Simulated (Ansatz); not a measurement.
Reaction (redistribution): `BBC` + `F[SiH](F)[NH][GeH3]` → `BN[SiH](F)F` + `C[BH][GeH3]`

Calculated with Ansatz (gas phase, PBE0-D4/def2-TZVP geometries, no zero-point term in ΔE). CBS: MP2 limit from def2 TZ/QZ plus the TZ coupled-cluster correction, frozen cores. Functionals use def2-TZVPP. For Ge outer-core shells are correlated without core-valence functions, which leaves a few kJ/mol of doubt a bond. Scalar relativity is left out up to krypton. One conformer a species, not always the lowest.

`BBC`:

```xyz
9

B    -0.445   -0.746   -1.362
B     0.472   -0.209   -0.115
C     0.041    0.720    1.067
H    -1.079   -1.764   -1.303
H    -0.493   -0.165   -2.412
H     1.615   -0.605   -0.092
H    -0.943    1.183    0.984
H     0.041    0.093    1.971
H     0.790    1.493    1.262
```

`F[SiH](F)[NH][GeH3]`:

```xyz
10

F     2.144    1.168    0.327
Si    0.846    1.172   -0.592
F     1.278    0.327   -1.867
N    -0.484    0.450    0.144
Ge   -0.740   -1.340    0.543
H     0.564    2.565   -0.975
H    -1.203    1.072    0.483
H    -1.976   -1.856   -0.212
H    -0.959   -1.490    2.057
H     0.530   -2.066    0.090
```

`BN[SiH](F)F`:

Cartesian coordinates in Å:
```
B 0.586 -1.177 -0.839
N 0.438 0.169 -0.466
Si -0.599 0.725 0.780
F 0.243 1.472 1.897
F -1.592 1.818 0.206
H 1.339 -1.467 -1.721
H -0.050 -2.008 -0.259
H 0.985 0.854 -0.970
H -1.350 -0.386 1.372
```

`C[BH][GeH3]`:

Z-matrix (Å, degrees):
```
C
B 1 1.548
H 1 1.106 2 102.9
H 1 1.093 2 114.7 3 113.8
H 1 1.091 2 116.2 3 -115.3
Ge 2 2.066 1 123.5 3 93.8
H 2 1.200 1 119.3 3 -83.2
H 6 1.542 2 112.1 1 -127.5
H 6 1.544 2 109.4 1 114.7
H 6 1.542 2 113.8 1 -5.0
```

```tsv
level	ΔE (kJ/mol)	difference from CCSD(T)/CBS
r2SCAN-D4	-123.6	2.8
PBE0-D4	-125.9	0.5
ωB97M-V	-125.1	1.3
PBE	-128.3	-1.9
r2SCAN	-123.8	2.6
HF/def2-TZVPP	-112.3	14.1
SCS-MP2/def2-TZVPP	-122.7	3.7
CCSD(T)/def2-TZVPP	-125.9	0.5
HF/CBS(def2)	-110.9	15.5
CCSD/CBS(def2)	-124.1	2.3
CCSD(T)/CBS	-126.4	0
```

Largest T1 diagnostic among the species: 0.012.

In def2-TZVPP, CCSD(T) changes the Hartree–Fock value by −13.6 kJ/mol (the triples alone add −2.4 kJ/mol) and MP2 by −14.5 kJ/mol.
